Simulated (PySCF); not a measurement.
**Steps of a relaxation of Ce(OH)3(H2O)**

Ce(OH)3(H2O) (singlet in the valence; each metal's 4f electrons, 1 of them, lie in its core potential, out of spins and levels). PySCF 2.14.0, RKS PBE0, Ce lcecp-1-SVP with ECP47, O def2-SVP, H def2-SVP; non-relativistic Hamiltonian with scalar-relativistic core potentials where named; density fitting; no spin-orbit coupling. Origin of the start: template. Columns: position (Å) and force (eV/Å). Energies are counted from the last step; some of the 37 steps are shown. Forces carry noise of the integration grid, about 0.01 to 0.03 eV/Å.

Run from Python with OMP_NUM_THREADS=2. Where DIIS fails, smearing, a level shift and second-order steps follow.
It took 3.3 min on 2 threads of Arm Neoverse V1 (shared host), from the converged density of the start.

```xyz
10
step 0  E = 0.383 eV
Ce    0.0234   -0.0210    0.0222     1.47   -1.32    1.37
O     1.3177    1.2733    1.3165    -0.54   -0.40   -0.67
H     2.0848    1.5454    1.8361    -0.37   -0.16   -0.24
O    -1.2709   -1.3153    1.3165     0.03    0.82   -0.74
H    -2.0380   -1.5874    1.8361     0.48    0.03   -0.15
O     1.3177   -1.3153   -1.2721    -0.85    0.52    0.23
H     1.5898   -2.0824   -1.7917    -0.06    0.33    0.34
O    -1.4474    1.4498   -1.4486    -0.38    0.39   -0.36
H    -1.4737    2.4191   -1.4749     0.05   -0.22    0.04
H    -2.1024    1.1617   -2.1036     0.18    0.01    0.16
```

```xyz
10
step 12  E = 0.004 eV
Ce    0.1567   -0.1972    0.1627     0.03   -0.03   -0.01
O     1.3081    1.3318    1.1866     0.02    0.01    0.02
H     1.8824    1.8901    1.7111    -0.01    0.00   -0.01
O    -1.4551   -1.1538    1.2503     0.00   -0.03    0.00
H    -2.0818   -1.6841    1.7427     0.00    0.04    0.00
O     1.1286   -1.4199   -1.3386    -0.04    0.00    0.02
H     1.5669   -2.0232   -1.9378     0.02    0.00    0.00
O    -1.2378    1.3694   -1.3456    -0.05    0.11   -0.02
H    -1.3351    2.3246   -1.2402     0.01   -0.10   -0.01
H    -1.9315    1.0895   -1.9543     0.01    0.01    0.01
```

```xyz
10
step 24  E = 0.001 eV
Ce    0.1709   -0.2341    0.1277     0.02    0.02    0.01
O     1.3011    1.3082    1.1548    -0.02   -0.02   -0.02
H     1.8491    1.8937    1.6762     0.02    0.01    0.01
O    -1.4680   -1.1373    1.2190    -0.02   -0.02    0.01
H    -2.1209   -1.5953    1.7482     0.00    0.01   -0.01
O     1.1628   -1.4698   -1.3489    -0.01    0.01    0.02
H     1.6687   -2.0324   -1.9341     0.00   -0.02   -0.01
O    -1.2354    1.3711   -1.3453     0.00    0.00   -0.01
H    -1.3566    2.3065   -1.1457     0.00    0.01    0.01
H    -1.9702    1.1169   -1.9151    -0.01    0.00    0.00
```

Where does the relaxation end?

It converges at step 36 in C1:
```xyz
10
step 36  E = 0
Ce    0.2062   -0.2372    0.0898
O     1.3072    1.3224    1.1209
H     1.8607    1.9156    1.6284
O    -1.4886   -1.1015    1.1310
H    -2.1706   -1.5332    1.6443
O     1.2340   -1.5111   -1.3267
H     1.7284   -2.1060   -1.8899
O    -1.2353    1.3846   -1.3452
H    -1.3918    2.2833   -1.0308
H    -2.0490    1.1105   -1.7850
```

How did the contacts change?


| contact | start (Å) | end (Å) |
| --- | --- | --- |
| Ce1–O2 (OH) | 2.242 | 2.170 |
| Ce1–O4 (OH) | 2.242 | 2.169 |
| Ce1–O6 (OH) | 2.242 | 2.165 |
| Ce1–O8 (H2O) | 2.548 | 2.601 |


A frequency check found unstable modes (1, the lowest at -29 cm⁻¹), so the relaxed geometry is a saddle point, or these are noise. An lcecp potential fixes the number of 4f electrons, so in runs with it no electron can move into or out of that shell.
